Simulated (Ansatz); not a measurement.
Coupled-cluster diagnostics for [closo-1-(SiH3)B5H4]2- (SiB₅H₇²⁻), Ansatz.

Geometry of the singlet (PBE-D4/def2-SVPD):

```xyz
13

B    -1.038   -0.994   -0.050
B    -1.129    0.789   -0.411
B     0.327   -0.003   -0.092
B    -2.217    0.012    0.623
B    -0.665    0.220    1.256
Si    2.197   -0.012   -0.615
H    -1.150   -2.166   -0.420
H    -1.347    1.710   -1.204
H     3.156   -1.034    0.047
H     3.039    1.273   -0.412
H     2.560   -0.286   -2.096
H    -3.398    0.019    0.954
H    -0.336    0.471    2.419
```

Correlated methods freeze 10 core orbitals. A multiply charged anion in the gas phase is held together partly by the finite basis.

**Question.** Estimate the CCSD(T) correlation energy, the shares of MP2 and (T), T1 and the reference's ⟨S²⟩ for: charge -2, singlet, own geometry in def2-SVPD; and the rough time on 4 threads of Arm Neoverse V1 on a shared host.

**Answer.** 
| state | basis | correlation (eV) | MP2 share (%) | (T) share (%) | T1 | ⟨S²⟩ (pure) | wall time | remarks |
| --- | --- | --- | --- | --- | --- | --- | --- | --- |
| charge -2, singlet, own geometry | def2-SVPD | -19.830 | 88.2 | 5.1 | 0.015 | 0.00 (0.00) | 42 s | HOMO above zero |
Customary marks for T1 are 0.02 (closed shells), 0.045 (open shells) and about 0.05 (3d metals). T1 stays under 0.02 throughout.
